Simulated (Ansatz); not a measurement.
```yaml
crystal:
  periodic: [false, false, false]
  atoms:
    - {symbol: Cl, position_ang: [-0.151686, -0.050106, 2.745038]}
    - {symbol: Cl, position_ang: [2.663742, -0.045252, 0.699045]}
    - {symbol: F, position_ang: [1.938840, -0.082089, -2.533871]}
    - {symbol: F, position_ang: [-0.074246, 1.261231, -2.643729]}
    - {symbol: F, position_ang: [-0.223330, -1.165009, -2.664109]}
    - {symbol: F, position_ang: [-2.682168, 1.260238, 1.066110]}
    - {symbol: F, position_ang: [-2.751501, -1.167643, 0.999437]}
    - {symbol: F, position_ang: [-2.718542, 0.104415, -1.058873]}
    - {symbol: F, position_ang: [-0.629754, 3.240384, 0.426040]}
    - {symbol: F, position_ang: [1.575136, 2.902358, -0.528771]}
    - {symbol: F, position_ang: [1.256079, 2.780349, 1.879762]}
    - {symbol: F, position_ang: [1.363047, -2.978624, -0.624626]}
    - {symbol: F, position_ang: [-0.767718, -3.217776, 0.516773]}
    - {symbol: F, position_ang: [1.254658, -2.843086, 1.799545]}
    - {symbol: P, position_ang: [0.507374, 0.000807, -1.843329]}
    - {symbol: P, position_ang: [-1.946595, 0.042911, 0.347673]}
    - {symbol: P, position_ang: [0.605265, 2.232512, 0.545751]}
    - {symbol: P, position_ang: [0.515296, -2.266382, 0.525665]}
    - {symbol: Ru, position_ang: [0.266115, -0.009231, 0.346460]}
basis:
  gaussian: {orbitals: def2-SVPD, fitting: {mean_field: def2-universal-jkfit}}
hamiltonian: {xc: {name: r2SCAN0}}
scf: {omitted_lower_state_checks: [starts]}
output: {forces: true}
```

```sh
$ ansatz run in.yaml --threads 2 --pin off --events-out ev --progress --plain --max-ram 32768MiB --backend cuda --devices 0, --max-vram 18GiB
```

Output, abridged:

```
Functional definition: r2SCAN0
1947 factors; integrals over basis functions are off by at most 1.8e-1 eV
mean field evaluation 1: about -97318.6148 eV, gradient 9.9e1 eV
mean field evaluation 2: about -97276.1701 eV, gradient 1.8e2 eV
mean field evaluation 4: about -97335.2901 eV, gradient 6.4e0 eV
mean field evaluation 8: about -97335.3977 eV, gradient 2.5e-1 eV
mean field evaluation 16: about -97335.3979 eV, gradient 1.1e-4 eV
mean field -97335.39790162 eV, -3577.0098965822 hartree, gradient 5.5e-5 eV, S^2 0.000000; 0 other end points of the search recorded, 0 dependent functions left out
reference -97335.39792290 eV, -3577.0098973644 hartree; 109, 109 occupied and 351, 351 virtual orbitals, 1947 factors
Total energy: -97335.39792290 eV, -3577.0098973644 hartree
Atom 0 at    -0.151686    -0.050106     2.745038 Å, force     0.017584     0.005973    -0.302421 eV/Å
Atom 1 at     2.663742    -0.045252     0.699045 Å, force    -0.303029     0.001829    -0.066436 eV/Å
Atom 2 at     1.938840    -0.082089    -2.533871 Å, force    -1.046678     0.060969     0.448293 eV/Å
Atom 3 at    -0.074246     1.261231    -2.643729 Å, force     0.383426    -0.842515     0.468453 eV/Å
Atom 4 at    -0.223330    -1.165009    -2.664109 Å, force     0.483030     0.777146     0.478186 eV/Å
Atom 5 at    -2.682168     1.260238     1.066110 Å, force     0.453554    -0.848375    -0.507973 eV/Å
Atom 6 at    -2.751501    -1.167643     0.999437 Å, force     0.504096     0.851311    -0.463414 eV/Å
Atom 7 at    -2.718542     0.104415    -1.058873 Å, force     0.450426    -0.039897     0.900740 eV/Å
Atom 8 at    -0.629754     3.240384     0.426040 Å, force     0.825153    -0.580054     0.089359 eV/Å
Atom 9 at     1.575136     2.902358    -0.528771 Å, force    -0.642810    -0.388485     0.702009 eV/Å
Atom 10 at     1.256079     2.780349     1.879762 Å, force    -0.459325    -0.342448    -0.964714 eV/Å
Atom 11 at     1.363047    -2.978624    -0.624626 Å, force    -0.554378     0.414817     0.745127 eV/Å
Atom 12 at    -0.767718    -3.217776     0.516773 Å, force     0.860202     0.548717     0.013821 eV/Å
Atom 13 at     1.254658    -2.843086     1.799545 Å, force    -0.531491     0.363714    -0.918317 eV/Å
Atom 14 at     0.507374     0.000807    -1.843329 Å, force     0.129541     0.004602    -1.169818 eV/Å
Atom 15 at    -1.946595     0.042911     0.347673 Å, force    -1.163957     0.030710     0.043143 eV/Å
Atom 16 at     0.605265     2.232512     0.545751 Å, force     0.267183     1.194665     0.147049 eV/Å
Atom 17 at     0.515296    -2.266382     0.525665 Å, force     0.221175    -1.203483     0.136017 eV/Å
Atom 18 at     0.266115    -0.009231     0.346460 Å, force     0.106298    -0.009197     0.220898 eV/Å
Dipole moment:    -0.403790     0.012534    -0.567718 e Å
Checks for a lower state left out: starts
```

Run time 6.5 s (2 threads of AMD EPYC 7R13 on a shared host and a share (18 GiB) of an NVIDIA H100 80GB HBM3), peak host memory 1.2 GiB.

In the def2 sets Ru takes a core potential; there is no spin–orbit coupling.
